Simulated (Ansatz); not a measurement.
GeHCl3, relaxed as a singlet with RKS PBE0-D4/def2-SVP in Ansatz, starting from the GFN2-xTB geometry. Force threshold 0.02 eV/Å.

Start:

Cartesian coordinates in Å:
```
Ge 0.039 0.036 0.116
H 0.528 0.474 1.491
Cl 0.117 -2.067 -0.043
Cl 1.265 0.880 -1.381
Cl -1.949 0.677 -0.182
```

```csv
step,energy (eV),largest force component (eV/Å),SCF passes
1,-94067.7853,0.577,23
2,-94067.8059,0.012,25
```

Force components are those of the run's own axes.

End:

```xyz
5

Ge    0.0469    0.0420    0.1310
H     0.5327    0.4782    1.5104
Cl    0.1140   -2.0859   -0.0487
Cl    1.2732    0.8863   -1.4018
Cl   -1.9668    0.6794   -0.1909
```

By distances, no bond broke or formed. The bond that changes most is Ge1–Cl4, from 2.11 to 2.14 Å (atoms count from 1).

No frequencies were taken in this run, so the end may be a saddle point.

Run time 7.5 s (4 threads of Intel Xeon on a shared host).
